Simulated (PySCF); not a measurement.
CH₄ClNOSi₂, SMILES C1=N[Si@](Cl)(O)[SiH2]1. Geometry: TPSSh-D3(BJ)/def2-SVP. The structure was generated by enumeration; whether it is a known compound was not checked. One conformer was computed; it need not be the lowest.

Computed equilibrium geometry at TPSSh-D3(BJ)/def2-SVP (PySCF confirms it by a frequency run) as a Z-matrix (one conformer of several):
```
Si
O 1 1.6536
H 2 0.9692 1 117.61
N 1 1.8000 2 115.29 3 84.35
C 4 1.2961 1 101.17 2 119.15
H 5 1.1072 4 119.50 1 179.33
Si 5 1.9367 6 129.95 4 -179.39
H 7 1.4906 5 116.49 6 -63.72
H 7 1.4906 8 108.80 5 -132.11
Cl 1 2.0778 2 109.12 3 -38.50
```
Charge 0, spin multiplicity 1.
